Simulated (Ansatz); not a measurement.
Frontier orbitals of C$_{3}$H$_{9}$O$_{3}$Sc (`C[O][Sc]([O]C)[O]C`).

The species carries charge 0 and has multiplicity 1. Correlated methods include outer-core shells of Sc, which these sets cover unevenly. Scalar relativity is left out up to krypton. Geometry: relaxed with PBE0-D4/def2-TZVP. It is one conformer, not always the lowest. Basis def2-TZVPP, Ansatz 0.2.0.

A caution on the coupled-cluster cation, which keeps the state that its UHF reference found: large T1 diagnostic of the cation.

```tsv
functional	HOMO (eV)	LUMO (eV)	gap (eV)
PBE	-5.68	-2.20	3.48
PBE0	-7.20	-1.34	5.86
r2SCANh	-6.56	-1.57	4.99
BHLYP	-8.68	-0.70	7.98
CAM-B3LYP	-8.62	-0.56	8.06
LC-ωPBE	-9.92	0.69	10.61
ωB97M-V	-9.56	0.04	9.60
```

(1) What is the vertical ionisation energy at frozen-core CCSD(T)/def2-TZVPP? (Best estimate.)

## Answers

(1) Ansatz gave: 9.60 eV (T1 of the cation 0.047).

A quarter of exact exchange (PBE0) shifts PBE's HOMO by −1.52 eV and its LUMO by +0.87 eV; full exchange at long range (ωB97M-V) shifts them by −3.88 and +2.24 eV. The gap opens from 3.48 to 9.60 eV, since occupied levels lose self-interaction and empty ones feel all the electrons. A positive LUMO is unbound and depends on the basis. −ε(HOMO) differs from that ionisation energy by −3.92 eV with PBE and −0.03 eV with ωB97M-V.

LC-ωPBE has ω = 0.4 bohr⁻¹.
